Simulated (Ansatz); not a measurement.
Program: Ansatz. Geometries: PBE0-D4/def2-TZVP. ΔE: electronic, gas phase. CBS: MP2 limit from def2 TZ/QZ plus the TZ coupled-cluster correction, frozen cores. DFT in def2-TZVPP. HSE06 is defined as in plane-wave codes. def2 core potentials past Kr. For I, Se outer-core shells are correlated without core-valence functions, which leaves a few kJ/mol of doubt a bond. Scalar relativity is left out up to krypton. Each species was taken in one conformer, which may not be the lowest.

Reaction (ligand exchange at a B–C bond): `CB(F)CI` + H₂Se → `CB(F)[SeH]` + `CI`

`CB(F)CI`:

Cartesian coordinates in Å:
```
C -1.134 0.786 0.283
B -0.259 -0.497 0.151
F -0.696 -1.631 0.702
C 1.101 -0.572 -0.623
I 2.458 0.035 0.942
H -1.618 0.851 1.260
H -1.940 0.727 -0.460
H -0.584 1.709 0.093
H 1.245 0.156 -1.418
H 1.426 -1.564 -0.928
```

H₂Se:

Z-matrix (Å, degrees):
```
Se
H 1 1.467
H 1 1.467 2 91.2
```

`CB(F)[SeH]`:

Z-matrix (Å, degrees):
```
C
B 1 1.557
H 1 1.096 2 109.2
H 1 1.089 2 114.6 3 121.9
H 1 1.095 2 109.4 3 -115.8
F 2 1.330 1 119.3 3 59.2
Se 2 1.950 1 126.3 3 -120.7
H 7 1.466 2 94.6 1 -0.1
```

`CI`:

Z-matrix (Å, degrees):
```
C
I 1 2.129
H 1 1.086 2 107.7
H 1 1.086 2 107.7 3 120.0
H 1 1.086 2 107.7 3 -120.0
```

**Question.** Is it downhill or uphill in electronic energy at CCSD(T)/CBS, and by how much? (Estimate.)

**Answer.** The calculation gave: Downhill: ΔE = -51.6 kJ/mol.

**Question.** What do these levels give: r2SCAN-D4, CAM-B3LYP-D4, PBE-QIDH, BLYP, HSE06, BHLYP, MP2/def2-SVP, CCSD(T)/def2-SVP, HF/def2-TZVPP, SCS-MP2/def2-QZVPP, HF/CBS(def2), CCSD/CBS(def2)? (An estimate is asked.)

**Answer.** Computed: r2SCAN-D4 -54.6, CAM-B3LYP-D4 -49.7, PBE-QIDH -54.5, BLYP -56.5, HSE06 -55.8, BHLYP -53.2, MP2/def2-SVP -51.6, CCSD(T)/def2-SVP -48.0, HF/def2-TZVPP -53.3, SCS-MP2/def2-QZVPP -53.1, HF/CBS(def2) -52.6, CCSD/CBS(def2) -51.4 kJ/mol.

**Question.** What do rigid-rotor, harmonic-oscillator terms from PBE0-D4/def2-TZVP frequencies (298.15 K, 1 bar) make of the CCSD(T)/CBS value? (An estimate is asked.)

**Answer.** Ansatz gave: ΔZPE = +10.1 kJ/mol, ΔH = -43.4 kJ/mol, ΔS = 2 J/(mol·K), ΔG = -44.1 kJ/mol.

Largest T1 diagnostic among the species: 0.011.

The D4 term adds +4.1 kJ/mol with B3LYP and +2.5 kJ/mol with PBE0; it sums over pairs of atoms, weighted by their polarisabilities, and B3LYP, whose exchange is more repulsive, gets the larger term. From BLYP to BHLYP (50 % exact exchange), in def2-TZVPP and without D4, ΔE moves by +3.4 kJ/mol. Leaving LDA and LC-ωPBE aside and taking each functional with its dispersion term where it has one, the values, not all of them listed here, spread over 4.9 kJ/mol, from r2SCAN-D4 to ωB97M-V. LDA lies +6.5 kJ/mol from PBE without D4.

B3LYP here is the variant with VWN-RPA as its local correlation; programs differ in this.
